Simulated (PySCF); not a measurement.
Dipole response of W⁺ (tungsten, charge +1)

[Xe] 4f14 5d4 6s1, high-spin 6D determinant. Computed with PySCF 2.14 in aug-cc-pVTZ-PP with one added diffuse shell each of s, p, d, f, g type with ECP60MDF (7s7p6d4f3g, 113 functions), with scalar relativity through the core potential. Coupled (time-dependent) response in atomic units; α is the mean over directions.

| method | mean α (bohr³) | α xx, yy, zz | C₆ (like pair) | S(−4) |
| --- | --- | --- | --- | --- |
| r2SCANh | 36.37 | 35.79, 35.79, 37.52 | 319.9 | 524.4 |

S(−4) is the Cauchy moment in α(ω) = α(0) + S(−4) ω² + …

Spin-orbit coupling is absent.

α(iu) at r2SCANh:

```csv
u (hartree),α(iu) (bohr³)
0,36.37
0.0500,35.11
0.100,31.93
0.200,24.16
0.300,18.12
0.500,11.39
0.750,7.480
1.00,5.413
1.50,3.288
2.00,2.222
3.00,1.203
5.00,0.5039
```

A single London oscillator, α(iu) = α/(1 + u²/ω²), gives C₆ = (3/4) ω α². Matching the computed C₆ needs ω = 4 × 319.9 / (3 × 36.37²) = 0.322 hartree.

For an ion, C₆ is the dispersion term alone; charge-induced terms of lower order in 1/R come first.

The components differ because the open shell of this determinant is not spherical; for a pure term their mean is the scalar polarisability.

Energies and moments cover only the electrons outside the core potential. Spin-orbit coupling, absent here, splits the open shell strongly.
